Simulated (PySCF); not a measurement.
System: C3H11ClSi2 (charge 0, singlet). 
Coordinates optimised at B3LYP-D3(BJ)/def2-TZVP (Ansatz):
SMILES: C[SiH2][Si](C)(C)Cl
```xyz
17

C      2.7038    -0.7468     0.1820
Si     1.1829    -1.0681    -0.8771
Si    -0.7062    -0.0537     0.0679
C     -1.0934    -0.7326     1.7693
C     -2.2128    -0.1228    -1.0384
Cl    -0.1957     1.9685     0.3137
H      2.5816    -1.1784     1.1771
H      3.5977    -1.1813    -0.2682
H      2.8634     0.3264     0.2970
H      0.9419    -2.5321    -1.0004
H      1.3823    -0.5342    -2.2493
H     -1.9286    -0.1920     2.2193
H     -0.2336    -0.6437     2.4347
H     -1.3652    -1.7891     1.7015
H     -3.0485     0.4153    -0.5864
H     -2.0056     0.3225    -2.0122
H     -2.5180    -1.1605    -1.1955
```

Dispersion corrections to the total energy (kcal/mol) from the dftd3 and dftd4 libraries through PySCF: D3(BJ) without and D4 with the three-body term, each with the damping fitted for the functional named.

```tsv
functional	D3(BJ)	D4
B3LYP	-19.14	-16.78
BP86	-18.65	-14.70
BLYP	-23.11	-22.12
PW6B95	-6.52	-8.39
PBE	?	-10.48
BHLYP	?	-13.59
CAM-B3LYP	-9.58	?
```

### Question
Some entries are withheld; supply them.

### Answer

- PBE, D3(BJ): -10.68
- BHLYP, D3(BJ): -15.66
- CAM-B3LYP, D4: -9.38
